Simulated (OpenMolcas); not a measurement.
Au2+: moving or changing the point charges

Au2+ among 3 point charges of -2.5 e arranged as a planar triangle (D3h), 1.83 Å from the ion.

* Program: OpenMolcas 26.06
* Method: CASSCF
* Basis: ANO-RCC-VDZP [7s6p4d2f]
* Scalar Hamiltonian: DKH2, point nucleus
* Active space: 9 electrons in 5 orbitals (5d)
* State averaging: 2S+1 = 2 even, 5 roots
* Spin-orbit coupling: RASSI with atomic mean-field integrals over the reference wave functions

Runs around this geometry, states (labels of D3, the rotations of D3h). Energies in cm-1 above the lowest state or level, χT in cm3 K/mol.

```
R (Å)  q (e)  Ground state  First state of that spin  First gap with spin-orbit (degeneracies)  χT at 300 K
 1.83  -1.62            2E                  2E 13570                               7689 (2, 2)        1.127
 1.83   -2.5            2E                  2E 20704                               8929 (2, 2)        1.095
 1.91   -2.5            2E                  2E 18294                               8684 (2, 2)        1.108
```

Taking the first state of the same spin as R^-n, n = -ln(18294 / 20704) / ln(1.91 / 1.83) = 2.9 between the shortest and longest distance.

Scaling the charges by -1.62 / -2.5 = 0.65 scales the first state of the same spin by 13570 / 20704 = 0.66; with fixed orbitals a first-order splitting would follow the charge.

An orbital doublet at a regular site is open to a Jahn-Teller distortion, which this geometry leaves out. This is an electrostatic model: the charges have no orbitals. No measured value stands beside these numbers.
